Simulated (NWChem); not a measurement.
Atomisation of H₃B

```xyz
4

B      0.0000     0.0000     0.0000
H      0.0000     0.0000     1.2044
H     -1.0430     0.0000    -0.6022
H      1.0430     0.0000    -0.6022
```
Charge 0, spin multiplicity 1.

All runs are NWChem calculations. Structure: optimised with B3LYP/def2-SVP, a minimum by its harmonic frequencies.

Basis set: def2-TZVP. The atomisation energy is electronic alone: no zero-point, thermal, spin-orbit or counterpoise terms. No value is extrapolated to the basis-set limit. Free atoms are single determinants with multiplicities B 2, H 2. Correlated methods freeze the same cores in atoms and molecule, 1 orbitals in all.

The correlated methods keep 1 core orbital frozen. B3LYP has NWChem's definition, with VWN1-RPA local correlation. The structure started from a generated list of species. The stability of the SCF solutions was not checked. Open-shell Hartree-Fock references start from PBE0 orbitals.

### Question
For the atomisation energy, HF gives 231.0 kcal/mol and B3LYP gives 284.3 kcal/mol. What do LDA (SVWN5), TPSS, MP2 give?

### Answer
LDA (SVWN5): 303.7 kcal/mol; TPSS: 287.9 kcal/mol; MP2: 270.2 kcal/mol.
